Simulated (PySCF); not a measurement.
Shapes and spin states of WO₂²⁺

All numbers come from PySCF, PBE0, basis W def2-TZVP with ECP60, O def2-TZVP (scalar-relativistic core potentials, no spin–orbit coupling, density fitting).

Relaxations began from a few typed shapes and spin states; open shells are unrestricted. The search is not exhaustive: other isomers or separated fragments can lie lower, and high-lying points may rest on an excited occupation.

Which is the lowest minimum found?
A. singlet C2v: W–O 1.638 Å (×2); O–W–O 101.4°
B. singlet (closed shell, unstable to spin polarisation) C∞v: O–O 1.187 Å, W–O 1.734 Å; O–O–W 180.0°
C. broken-symmetry Ms = 0 (⟨S²⟩ 1.14) C∞v: O–O 1.186 Å, W–O 1.751 Å; O–O–W 180.0°
D. singlet (closed shell, unstable to spin polarisation) C2v: O–O 1.441 Å, W–O 1.779 Å (×2); O–O–W 66.1° (×2), O–W–O 47.8°
E. broken-symmetry Ms = 1 (⟨S²⟩ 3.27) C∞v: O–O 1.193 Å, W–O 1.869 Å; O–O–W 180.0°

A. The others lie at 365.7 (broken-symmetry Ms = 1 C∞v), 407.7 (singlet C2v), 489.5 (broken-symmetry Ms = 0 C∞v), 544.6 (singlet C∞v) kJ/mol above it.

Formally W is in oxidation state +6, d0. A d0 centre has no lone pair, yet it is C2v rather than linear: covalent bonding through the d orbitals favours lower symmetry. The polar-tensor charge on W, 2.44, is far below the formal one.

For the lowest minimum: with an element this heavy the missing spin–orbit coupling can shift these numbers.

The electron or spin density has lower symmetry than the nuclear frame for the broken-symmetry Ms = 0 (⟨S²⟩ 1.14) C∞v at 489.5 kJ/mol.
